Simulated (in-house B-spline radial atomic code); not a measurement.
# RPA and G0W0 on TPSS: Au II (Au+)

Configuration [Xe] 4f14 5d10, mean-field start TPSS. Computed with a B-spline radial code for spherical atoms: all electrons, scalar-relativistic (spin-free one-electron X2C), finite nucleus, each spin shell either full or empty, empty states to l = 9 with an (l + 1/2)⁻⁴ tail; G0W0 by contour deformation at full frequency.

Without the two-electron picture change, the correlation of inner shells comes somewhat too large for so heavy an element.

Command:
```bash
python run_gw.py task.json out
```
Settings (radii: box in bohr, nucleus in fm):
```
Z                        79
electrons                78
configuration            [Xe] 4f14 5d10
hamiltonian              x2c
method                   tpss,tpss
lmax                     9
rms_radius               5.4371
spin_polarised           False
box_radius               23.78
intervals                70
```

Cost of the run: 7.8 s on 1 thread of Arm Neoverse N1, with other jobs on the host.

Energies (hartree):

```csv
term,value
mean-field total,-19013.75201
Hartree-Fock functional on these orbitals,-19008.65563
direct second order,-8.1394
second-order exchange,2.0092
SOSEX correction,1.8734
```

Q: What is the RPA correlation energy, and what remains with SOSEX?

A: RPA gives -7.0476 hartree (-2.46 eV per electron); RPA + SOSEX gives -5.1742, and the second-order doubles -6.1302 hartree (no singles). SOSEX takes back 27 % of the RPA value.

Quasi-particle levels (eV):

```tsv
level	occupied	mean field	Σx - vxc	Σc	QP weight	G0W0
5d	yes	-15.223	-6.21	?	?	?
6s	no	-12.871	5.60	-2.38	0.916	-9.649
```

G0W0 = mean field + (Σx - vxc) + Σc, with Σc (partial-wave tail included) taken at the quasi-particle energy. Only the outer levels were computed. Levels of low weight are left out.

Q: Where does G0W0 put 5d?

A: At -21.140 eV, with Σc = 0.29 eV and a quasi-particle weight of 0.807. The tabulated removal energy is 20.203 ± 0.025 eV (NIST, measured); the calculation leaves out spin-orbit coupling, Breit and QED terms, and what these don't explain is the method's own error.
